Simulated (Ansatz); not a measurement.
`[SiH3]C[SiH2]P` + H₂ → `[SiH3]P` + `C[SiH3]` at 700 K and 1 bar (hydrogenolysis of the Si–C bond).

Calculated with Ansatz (gas phase, PBE0-D4/def2-TZVP geometries, no zero-point term in ΔE). CCSD(T)/CBS adds triple-zeta CCSD(T) − MP2 to the extrapolated MP2 energy (def2 sets, frozen cores). This one scheme is used for every species. One conformer a species, not always the lowest.

| species | CCSD(T)/CBS energy (Eh) | H − E (kJ/mol) | S (J/(mol·K)) |
| --- | --- | --- | --- |
| `[SiH3]C[SiH2]P` | -962.56862 | 323.3 | 523.6 |
| H₂ | -1.17544 | 46.8 | 155.3 |
| `[SiH3]P` | -633.00997 | 162.4 | 357.3 |
| `C[SiH3]` | -330.73916 | 210.8 | 332.0 |

H − E and S are ideal-gas, rigid-rotor, harmonic terms from PBE0-D4/def2-TZVP, for one conformer and one mirror image of each species. For small species the MP2-based limit differs from directly extrapolated CCSD(T) by up to some mEh (0.8 for H₂); such offsets cancel only in part. 1 Eh = 2625.50 kJ/mol, R = 8.31446 J/(mol·K).

Q: By hand: ΔE, ΔH, ΔS and ΔG.

A: ΔE = (-633.00997) + (-330.73916) − (-962.56862) − (-1.17544) = -0.00507 Eh = -13.3 kJ/mol. Δ(H − E) = 162.4 + 210.8 − 323.3 − 46.8 = 3.1, so ΔH = -10.2 kJ/mol. ΔS = 357.3 + 332.0 − 523.6 − 155.3 = 10.4 J/(mol·K). ΔG = -10.2 − 700 × (10.4)/1000 = -17.5 kJ/mol.

Q: By hand: the equilibrium constant, and the temperature at which ΔG would vanish if ΔH and ΔS stayed fixed.

A: log₁₀ K = −ΔG/(RT ln 10) = 1.3. ΔH and −TΔS have one sign here, so there is no such temperature.

TΔS isn't small against ΔH here. A doubt of 5 kJ/mol in ΔE shifts log₁₀ K by 0.4 here. Other conformers and mirror images would add mixing entropy, several J/(mol·K) or more a flexible species. Modes under 60 cm⁻¹, often nearly free rotors, make the harmonic entropy too high. These are equilibria of isolated gas molecules and say nothing of rates. Largest T1 diagnostic: 0.013 (customary marks: 0.02 for closed shells, 0.045 for open ones).

ΔS is within the doubt of such terms, so its sign, and with it that verdict, could turn.
